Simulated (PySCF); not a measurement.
PySCF input (M06-2X/def2-TZVPD):

```python
from pyscf import gto, scf, dft

mol = gto.M(
    atom='''
    Cl    0.05781513   -0.11866280    2.34116141
    Si    0.00755757   -0.01551155    0.30603553
    Br   -1.19899120   -1.68878711   -0.47717232
    Br    2.06506895   -0.15020751   -0.47979491
    Br   -0.89718241    1.90283545   -0.30258253
    ''',
    basis='def2-tzvpd',
    charge=0,
    spin=0,
    verbose=4,
)

mf = dft.RKS(mol, xc='m062x').density_fit(auxbasis='def2-universal-jkfit')
mf.grids.level = 4
mf.conv_tol = 1e-9
mf.max_cycle = 100
mf.max_memory = 1500
mf.kernel()
if not mf.converged:
    mf = mf.newton()
    mf.kernel(mf.make_rdm1())
mf.analyze()
```

End of the output:

```
Extra cycle  E= -8472.46921990516  delta_E= -2.91e-11  |g|= 5.24e-06  |ddm|= 1.77e-05
converged SCF energy = -8472.46921990516
**** SCF Summaries ****
Total Energy =                       -8472.469219905158752
Nuclear Repulsion Energy =            1226.061598591533539
One-electron Energy =               -14232.086609766185575
Two-electron Energy =                 4533.555791269492147
Two-electron Coulomb Energy =         4857.072757437566906
DFT Exchange-Correlation Energy =     -323.516966168074873
HOMO-LUMO gap [eV] =                     8.974247990751595
**** MO energy ****
MO #1   energy= -485.398258735532  occ= 2
MO #2   energy= -485.398252798283  occ= 2
MO #3   energy= -485.398248215734  occ= 2
MO #4   energy= -102.667562355773  occ= 2
MO #5   energy= -67.1613396010685  occ= 2
MO #6   energy= -63.3831873032328  occ= 2
MO #7   energy= -63.383181669168   occ= 2
MO #8   energy= -63.3831774495309  occ= 2
MO #9   energy= -57.2021046813123  occ= 2
MO #10  energy= -57.202098960832   occ= 2
MO #11  energy= -57.2020915684166  occ= 2
MO #12  energy= -57.2005289714788  occ= 2
MO #13  energy= -57.2005276526549  occ= 2
MO #14  energy= -57.2005224289605  occ= 2
MO #15  energy= -57.2005188611226  occ= 2
MO #16  energy= -57.200515454678   occ= 2
MO #17  energy= -57.2005133973687  occ= 2
MO #18  energy= -9.83167768079658  occ= 2
MO #19  energy= -9.04901307258946  occ= 2
MO #20  energy= -9.04900759199111  occ= 2
MO #21  energy= -9.04900187764953  occ= 2
MO #22  energy= -7.55226211129399  occ= 2
MO #23  energy= -7.5490442125854   occ= 2
MO #24  energy= -7.54904315328597  occ= 2
MO #25  energy= -6.87122656853601  occ= 2
MO #26  energy= -6.87122114396449  occ= 2
MO #27  energy= -6.87121581514878  occ= 2
MO #28  energy= -6.8652029143019   occ= 2
MO #29  energy= -6.86520153756699  occ= 2
MO #30  energy= -6.86519820481806  occ= 2
MO #31  energy= -6.86519571639748  occ= 2
MO #32  energy= -6.86519394176696  occ= 2
MO #33  energy= -6.86519248229874  occ= 2
MO #34  energy= -5.6870420940811   occ= 2
MO #35  energy= -3.99809775526632  occ= 2
MO #36  energy= -3.99809672556404  occ= 2
MO #37  energy= -3.99796233866098  occ= 2
MO #38  energy= -2.90501652164829  occ= 2
MO #39  energy= -2.9050126737416   occ= 2
MO #40  energy= -2.90500590316804  occ= 2
MO #41  energy= -2.90275227991567  occ= 2
MO #42  energy= -2.90274706725352  occ= 2
MO #43  energy= -2.90274457582957  occ= 2
MO #44  energy= -2.90274002829623  occ= 2
MO #45  energy= -2.9027358295368   occ= 2
MO #46  energy= -2.90273207733374  occ= 2
MO #47  energy= -2.89714358594216  occ= 2
MO #48  energy= -2.89714133296682  occ= 2
MO #49  energy= -2.89713733177656  occ= 2
MO #50  energy= -2.89713578043158  occ= 2
MO #51  energy= -2.89713301263615  occ= 2
MO #52  energy= -2.8971315281334   occ= 2
MO #53  energy= -0.963782847361518 occ= 2
MO #54  energy= -0.905461657744626 occ= 2
MO #55  energy= -0.879565047390945 occ= 2
MO #56  energy= -0.879562721975184 occ= 2
MO #57  energy= -0.608520115307115 occ= 2
MO #58  energy= -0.495740472910082 occ= 2
MO #59  energy= -0.483705923890073 occ= 2
MO #60  energy= -0.483704673361917 occ= 2
MO #61  energy= -0.422595735826697 occ= 2
MO #62  energy= -0.422592130756478 occ= 2
MO #63  energy= -0.397702580708603 occ= 2
MO #64  energy= -0.395957038519783 occ= 2
MO #65  energy= -0.395952713926894 occ= 2
MO #66  energy= -0.372233798218177 occ= 2
MO #67  energy= -0.372230929926578 occ= 2
MO #68  energy= -0.365105100029182 occ= 2
MO #69  energy= -0.0353075665938896 occ= 0
MO #70  energy= 0.00516145819518743 occ= 0
MO #71  energy= 0.0112444967519468 occ= 0
MO #72  energy= 0.0112453994553509 occ= 0
MO #73  energy= 0.0164193960351019 occ= 0
MO #74  energy= 0.0215736530848493 occ= 0
MO #75  energy= 0.0215748934403479 occ= 0
MO #76  energy= 0.0228817564480934 occ= 0
MO #77  energy= 0.0405075546350955 occ= 0
MO #78  energy= 0.0405079002830378 occ= 0
MO #79  energy= 0.0503177891300449 occ= 0
MO #80  energy= 0.0503186792673515 occ= 0
MO #81  energy= 0.0507253724031873 occ= 0
MO #82  energy= 0.0711200850075907 occ= 0
MO #83  energy= 0.07488516206996   occ= 0
MO #84  energy= 0.0797668408439361 occ= 0
MO #85  energy= 0.0797673213044593 occ= 0
MO #86  energy= 0.124167328940256  occ= 0
MO #87  energy= 0.124171765279529  occ= 0
MO #88  energy= 0.124362234603649  occ= 0
MO #89  energy= 0.141156179983984  occ= 0
MO #90  energy= 0.141157494361548  occ= 0
MO #91  energy= 0.142110703269403  occ= 0
MO #92  energy= 0.142113978484089  occ= 0
MO #93  energy= 0.15144126905147   occ= 0
MO #94  energy= 0.174464239803146  occ= 0
MO #95  energy= 0.174465437510084  occ= 0
MO #96  energy= 0.182780138186212  occ= 0
MO #97  energy= 0.19437197174252   occ= 0
MO #98  energy= 0.194373709695876  occ= 0
MO #99  energy= 0.203306697406663  occ= 0
MO #100 energy= 0.204097025741634  occ= 0
MO #101 energy= 0.213548135183049  occ= 0
MO #102 energy= 0.213549580870088  occ= 0
MO #103 energy= 0.234041742658623  occ= 0
MO #104 energy= 0.243048598861014  occ= 0
MO #105 energy= 0.243049427854225  occ= 0
MO #106 energy= 0.249148626331696  occ= 0
MO #107 energy= 0.266762081125773  occ= 0
[...]
```
